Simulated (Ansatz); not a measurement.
```yaml
crystal:
  periodic: [false, false, false]
  atoms:
    - {symbol: C, position_ang: [-0.049928, 0.895404, -1.375737]}
    - {symbol: Se, position_ang: [1.105519, 0.737965, 0.178490]}
    - {symbol: C, position_ang: [0.132411, -0.634494, 1.051574]}
    - {symbol: N, position_ang: [0.512072, -1.093980, 2.159946]}
    - {symbol: H, position_ang: [0.393847, 1.660838, -2.010736]}
    - {symbol: H, position_ang: [-1.048828, 1.211440, -1.080814]}
    - {symbol: H, position_ang: [-0.085120, -0.044692, -1.923186]}
    - {symbol: H, position_ang: [-0.755067, -0.955521, 0.491010]}
    - {symbol: H, position_ang: [-0.116406, -1.823160, 2.492254]}
basis:
  gaussian: {orbitals: def2-mTZVPP, final_grid: {core_spheres: 5, valence_spheres: 4, degree: 11}}
magnetization: {spin_polarized: true, initial_magnetization: 4}
hamiltonian: {xc: {name: PBE}, dispersion: d4}
output: {forces: true}
```

```sh
$ ansatz run in.yaml --threads 4 --pin off --events-out ev --progress --plain --max-ram 10444MiB
```

Shortened log:

```
Functional definition: PBE
1182 factors; their error is unknown
mean field evaluation 1: about -68953.1620 eV, gradient 6.4e1 eV
mean field evaluation 2: about -68859.9607 eV, gradient 1.3e2 eV
mean field evaluation 4: about -68967.8229 eV, gradient 2.8e1 eV
mean field evaluation 8: about -68972.3709 eV, gradient 9.7e-1 eV
mean field evaluation 16: about -68972.3457 eV, gradient 4.5e-3 eV
mean field -68972.34570197 eV, -2534.6869534123 hartree, gradient 3.3e-5 eV, S^2 6.004949; 4 other end points of the search recorded, 0 dependent functions left out
reference -68972.34572883 eV, -2534.6869543995 hartree; 31, 27 occupied and 92, 96 virtual orbitals, 1182 factors
Total energy: -68972.51991040 eV, -2534.6933554540 hartree
Atom 0 at    -0.049928     0.895404    -1.375737 Å, force    -2.069618    -0.193960    -2.133685 eV/Å
Atom 1 at     1.105519     0.737965     0.178490 Å, force     4.271152     2.062846     1.900645 eV/Å
Atom 2 at     0.132411    -0.634494     1.051574 Å, force    -1.827796     1.716298    -4.608119 eV/Å
Atom 3 at     0.512072    -1.093980     2.159946 Å, force    -0.107611    -2.227627     3.123019 eV/Å
Atom 4 at     0.393847     1.660838    -2.010736 Å, force     0.316842     0.119198     0.216083 eV/Å
Atom 5 at    -1.048828     1.211440    -1.080814 Å, force    -0.461724    -0.028644     0.133555 eV/Å
Atom 6 at    -0.085120    -0.044692    -1.923186 Å, force    -0.151830    -0.441105    -0.139483 eV/Å
Atom 7 at    -0.755067    -0.955521     0.491010 Å, force    -0.582866    -0.594897     0.197904 eV/Å
Atom 8 at    -0.116406    -1.823160     2.492254 Å, force     0.613451    -0.412110     1.310080 eV/Å
Dipole moment:    -0.376125    -0.237013    -0.088547 e Å
```

Q: What is wrong with this run?

A: The spin is set far too high for this molecule. The calculation finished and met its thresholds. The result belongs to that input, not to the molecule as meant.
